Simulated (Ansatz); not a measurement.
Cost and result for the atomization energy of Cl2FH3O2Si2, SMILES `O[SiH](O)[Si](F)(Cl)Cl` (10 atoms, 9 bonds).

Cartesian coordinates in Å:
```
O 0.500 -1.554 -1.135
Si 0.527 -0.004 -0.596
O 1.884 0.256 0.269
Si -1.194 0.391 0.945
F -2.595 0.046 0.271
Cl -1.031 -0.765 2.613
Cl -1.274 2.353 1.497
H 0.046 -1.740 -1.958
H 0.400 0.915 -1.764
H 2.737 0.102 -0.142
```

Total charge 0; spin multiplicity 1. The structure was optimised at the PBE0-D4/def2-TZVP level. It is one conformer, not always the lowest. Program: Ansatz. All runs use 2 threads of an AMD EPYC 7R13 on a shared host and a share of an NVIDIA H100 80 GB. Times are those of one run each, without the atoms' runs, and a repeat can differ threefold. Electronic energies, without spin–orbit coupling; frozen cores. CCSD(T)/CBS adds CCSD(T) − MP2 in def2-TZVPP to the MP2 limit, and its time is that of the two runs behind it. T1 = 0.012. B3LYP takes the VWN-RPA correlation (the form of Gaussian; ORCA's B3LYP/G).

CCSD(T)/CBS is a level of theory with its own doubt, some kJ/mol a heavy atom from the limit and from the frozen cores, so smaller differences don't rank the functionals.

```json
{"level": "B3LYP-D4/def2-TZVPP (with forces)", "functions": "303", "wall time": "2.7 s", "atomization (kJ/mol)": "3739.9", "difference from CCSD(T)/CBS": "-68.0", "per bond": "-7.5"}
{"level": "B2PLYP/def2-TZVPP", "functions": "303", "wall time": "3.7 s", "atomization (kJ/mol)": "3717.3", "difference from CCSD(T)/CBS": "-90.6", "per bond": "-10.1"}
{"level": "PBE0-D4/def2-TZVPP", "functions": "303", "wall time": "4.2 s", "atomization (kJ/mol)": "3746.5", "difference from CCSD(T)/CBS": "-61.4", "per bond": "-6.8"}
{"level": "r2SCAN-D4/def2-TZVPP (with forces)", "functions": "303", "wall time": "4.5 s", "atomization (kJ/mol)": "3801.8", "difference from CCSD(T)/CBS": "-6.1", "per bond": "-0.7"}
{"level": "MP2/def2-QZVPP", "functions": "541", "wall time": "5.5 s", "atomization (kJ/mol)": "3897.3", "difference from CCSD(T)/CBS": "89.4", "per bond": "9.9"}
{"level": "PBE-D4/def2-TZVPP (with forces)", "functions": "303", "wall time": "5.5 s", "atomization (kJ/mol)": "3832.3", "difference from CCSD(T)/CBS": "24.4", "per bond": "2.7"}
{"level": "ωB97X-V/def2-TZVPP", "functions": "303", "wall time": "6 s", "atomization (kJ/mol)": "3801.1", "difference from CCSD(T)/CBS": "-6.8", "per bond": "-0.7"}
{"level": "ωB97M-V/def2-TZVPP (with forces)", "functions": "303", "wall time": "6 s", "atomization (kJ/mol)": "3797.9", "difference from CCSD(T)/CBS": "-10.0", "per bond": "-1.1"}
{"level": "CCSD(T)/def2-TZVPP", "functions": "303", "wall time": "11 s", "atomization (kJ/mol)": "3667.3", "difference from CCSD(T)/CBS": "-140.6", "per bond": "-15.6"}
{"level": "CCSD(T)/CBS(def2)", "functions": "–", "wall time": "17 s", "atomization (kJ/mol)": "3807.9", "difference from CCSD(T)/CBS": "0.0", "per bond": "0.0"}
```

In def2-TZVPP, CCSD(T) changes the Hartree–Fock value by +957.1 kJ/mol (the triples alone add +68.7 kJ/mol) and MP2 by +1102.3 kJ/mol; breaking electron pairs costs correlation energy, which Hartree–Fock lacks. From PBE to PBE0 (25 % exact exchange), in def2-TZVPP and without D4, the atomization energy moves by −81.2 kJ/mol: exact exchange takes away binding that semilocal exchange gives to molecules. The D4 term adds +55.1 kJ/mol with B3LYP and +29.3 kJ/mol with PBE0; it sums over pairs of atoms, weighted by their polarisabilities, and B3LYP, whose exchange is more repulsive, gets the larger term.
